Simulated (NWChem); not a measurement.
Species: C$_{3}$H$_{8}$N, doublet; SMILES C[CH]NC

```xyz
12

C      0.5048     1.5452     0.0681
C     -0.6731     0.6678    -0.1672
N     -0.6168    -0.6802     0.1682
C      0.5668    -1.4583    -0.0859
H      1.4009     1.2188    -0.4884
H      0.2811     2.5712    -0.2576
H      0.8014     1.6000     1.1381
H     -1.6732     1.1020    -0.0735
H     -1.4739    -1.1777    -0.0421
H      0.8488    -1.5117    -1.1583
H      0.4179    -2.4849     0.2791
H      1.4281    -1.0437     0.4604
```
Atoms are numbered in this order, from 1.

Program: NWChem. Spin-unrestricted. Structure relaxed at the PBE0/def2-SVP, spin-unrestricted level. Not confirmed as a minimum by frequencies. No stability test was run on the SCF state. Level: M06-2X/def2-SVP with SMD (1 M gas to 1 M solution), gas-phase geometry. Reactions with the solvent are ignored.

Problem. Order these by “cavity-dispersion-structure term (kcal/mol)”, lowest first: 1-propanol; water; cyclohexane.

Solution. cyclohexane (-1.0), 1-propanol (-0.1), water (2.4)
